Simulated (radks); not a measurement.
Values are calculated unless marked as measured or tabulated.
Q: These are the eigenvalues of the occupied orbitals of an atom or ion with whole-number occupations (eV). Code: a radial shooting solver on a logarithmic mesh with Libxc functionals. Model: scalar-relativistic Kohn-Sham, PBE, spin-polarised, spherical densities, finite nucleus; Fermi nuclear charge, rms radius of each element as measured or else 0.836 A^(1/3) + 0.57 fm.

1s up: -2779.832
1s down: -2779.237
2s up: -280.4689
2s down: -279.9036
2p up: -219.5984
2p down: -218.8053
3s up: -46.4047
3s down: -42.3025
3p up: -33.0893

Which element is it, and in what charge state? The configuration may be excited. Open shells, if any, are filled with parallel spins first.

A: Z = 17, chlorine, charge +2: Cl2+ in [Ne] 3s2 3p3. The list shows which subshells hold electrons but not how many an open one holds; the 1s level, -102.16 hartree, gives Z - s = 14.3 by -(Z - s)^2/2, which with screening and relativity narrows Z to a few neighbours, and the depths of the outer levels then fix element, charge and occupations together.
